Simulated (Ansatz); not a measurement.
Two members of one family (Same ligands, another metal), computed with Ansatz in the gas phase. The two geometries come from different levels. HOMO and LUMO are taken over both spins. A negative gap means that an occupied level lies above an empty one. Binding counts from free atoms in the multiplicity of their measured ground term, without zero-point energy. Singlets are spin-restricted. Names give formal oxidation states. A dash marks a value that wasn't run or was left out as unsound. The structures are stationary points that may keep the symmetry of their start. Remarks come from the PBE and PBE0 runs and from stability tests at other levels; not every state was tested.

First: Fe(NH2)2 (quintet, charge 0, PBE0-D4/def2-TZVP geometry).

```xyz
7

Fe    0.000    0.000    0.000
N    -1.178   -1.425   -0.036
H    -1.872   -1.596   -0.748
H    -1.236   -2.159    0.653
N     1.178    1.424    0.036
H     1.009    2.318    0.473
H     2.098    1.438   -0.378
```

```json
{"level": "PBE-D4/def2-TZVPD", "HOMO (eV)": "-3.91", "LUMO (eV)": "-3.51", "gap (eV)": "0.40", "binding per atom (eV)": "3.33"}
{"level": "BLYP-D4/def2-TZVP", "HOMO (eV)": "-3.72", "LUMO (eV)": "-3.37", "gap (eV)": "0.34", "binding per atom (eV)": "3.27"}
{"level": "r2SCAN-D4/def2-TZVP", "HOMO (eV)": "-4.12", "LUMO (eV)": "-2.94", "gap (eV)": "1.18", "binding per atom (eV)": "3.20"}
{"level": "PBE0-D4/def2-SVP", "HOMO (eV)": "-5.76", "LUMO (eV)": "-1.64", "gap (eV)": "4.12", "binding per atom (eV)": "3.14"}
{"level": "r2SCAN0-D4/def2-TZVP", "HOMO (eV)": "-6.47", "LUMO (eV)": "-1.72", "gap (eV)": "4.75", "binding per atom (eV)": "3.10"}
```

Metal–donor distances: 2 × N 1.85 Å. Remarks: restricted SCF unstable (singlet), spin-contaminated (⟨S²⟩ up to 2.65) (triplet).

Second: Ni(NH2)2 (triplet, charge 0, r2SCAN-D4/def2-TZVP geometry).

```xyz
7

Ni    0.0006    0.0006   -0.0002
N    -1.0724    1.3048    0.5785
H    -1.7305    1.2302    1.3427
H    -1.1247    2.2393    0.1969
N     1.0728   -1.3043   -0.5788
H     1.1214   -2.2391   -0.1972
H     1.7328   -1.2315   -1.3418
```

**Question.** Estimate how these quantities change from the first to the second (second minus first).

**Answer.** 
| level | Δ HOMO (eV) | Δ LUMO (eV) | Δ gap (eV) | Δ binding per atom (eV) |
| --- | --- | --- | --- | --- |
| PBE-D4/def2-TZVPD | -0.72 | -1.19 | -0.47 | -0.06 |
| BLYP-D4/def2-TZVP | -0.60 | -1.17 | -0.57 | – |
| r2SCAN-D4/def2-TZVP | -0.84 | -1.17 | -0.33 | -0.03 |
| PBE0-D4/def2-SVP | -0.02 | -0.30 | -0.28 | 0.00 |
| r2SCAN0-D4/def2-TZVP | 0.00 | -0.42 | -0.42 | -0.04 |

Metal–donor distances: 2 × N 1.79 Å. Remarks: near-degenerate levels, lower spin may lie lower, restricted SCF unstable at other levels (singlet), restricted SCF unstable (singlet).
